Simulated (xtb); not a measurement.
xtb input (GFN2-xTB):

```bash
xtb mol.xyz --gfn 2 --sp --chrg 1 --uhf 0
```
mol.xyz:
```
2

Sn    -0.00000000    -0.00000000    -1.04855623
Br     0.00000000     0.00000000     1.49793747
```

End of the output:

```
         :::::::::::::::::::::::::::::::::::::::::::::::::::::
         ::                     SUMMARY                     ::
         :::::::::::::::::::::::::::::::::::::::::::::::::::::
         :: total energy              -5.823698384422 Eh    ::
         :: gradient norm              0.019606291325 Eh/a0 ::
         :: HOMO-LUMO gap              4.570425072223 eV    ::
         ::.................................................::
         :: SCC energy                -5.825159622965 Eh    ::
         :: -> isotropic ES            0.052737693230 Eh    ::
         :: -> anisotropic ES         -0.007302330856 Eh    ::
         :: -> anisotropic XC         -0.017675562042 Eh    ::
         :: -> dispersion             -0.001008007818 Eh    ::
         :: repulsion energy           0.001461238543 Eh    ::
         :: add. restraining           0.000000000000 Eh    ::
         :: total charge               1.000000000000 e     ::
         :::::::::::::::::::::::::::::::::::::::::::::::::::::

           -------------------------------------------------
          |                Property Printout                |
           -------------------------------------------------

    * Orbital Energies and Occupations

         #    Occupation            Energy/Eh            Energy/eV
      -------------------------------------------------------------
         1        2.0000           -1.1701558             -31.8416
         2        2.0000           -1.0283743             -27.9835
         3        2.0000           -0.6669856             -18.1496
         4        2.0000           -0.6660377             -18.1238
         5        2.0000           -0.6660377             -18.1238 (HOMO)
         6                         -0.4980777             -13.5534 (LUMO)
         7                         -0.4980777             -13.5534
         8                         -0.4659900             -12.6802
Note: The following floating-point exceptions are signalling: IEEE_UNDERFLOW_FLAG IEEE_DENORMAL
normal termination of xtb
         9                         -0.4629366             -12.5971
        10                         -0.4629366             -12.5971
        11                         -0.4131112             -11.2413
        12                         -0.4131112             -11.2413
        13                         -0.1770314              -4.8173
        14                         -0.1739791              -4.7342
        15                         -0.1739791              -4.7342
        16                         -0.1452553              -3.9526
       ...                                ...                  ...
        18                          0.2597278               7.0676
      -------------------------------------------------------------
                  HL-Gap            0.1679600 Eh            4.5704 eV
             Fermi-level           -0.5820577 Eh          -15.8386 eV

     #   Z          covCN         q      C6AA      α(0)
     1  50 Sn       0.828     0.790   461.897    47.199
     2  35 Br       0.828     0.210   179.065    21.575

 Mol. C6AA /au·bohr⁶  :       1197.068395
 Mol. C8AA /au·bohr⁸  :     118835.423938
 Mol. α(0) /au        :         68.773365

Wiberg/Mayer (AO) data.
largest (>0.10) Wiberg bond orders for each atom

 ---------------------------------------------------------------------------
     #   Z sym  total        # sym  WBO       # sym  WBO       # sym  WBO
 ---------------------------------------------------------------------------
     1  50 Sn   1.976 --     2 Br   1.976
     2  35 Br   1.976 --     1 Sn   1.976
 ---------------------------------------------------------------------------

Topologies differ in total number of bonds
Writing topology from bond orders to xtbtopo.mol

molecular dipole:
                 x           y           z       tot (Debye)
 q only:        0.000       0.000      -0.970
   full:        0.000       0.000      -3.999      10.164
molecular quadrupole (traceless):
                xx          xy          yy          xz          yz          zz
 q only:       -2.393       0.000      -2.393       0.000       0.000       4.785
  q+dip:       -4.017       0.000      -4.017       0.000       0.000       8.034
   full:        0.928      -0.000       0.928       0.000       0.000      -1.856

           -------------------------------------------------
          | TOTAL ENERGY               -5.823698384422 Eh   |
          | GRADIENT NORM               0.019606291325 Eh/α |
          | HOMO-LUMO GAP               4.570425072223 eV   |
           -------------------------------------------------

------------------------------------------------------------------------
------------------------------------------------------------------------
 total:
 SCF:
```

This state (charge 1, singlet) is run at the relaxed geometry of the species with charge 0 and multiplicity 2.
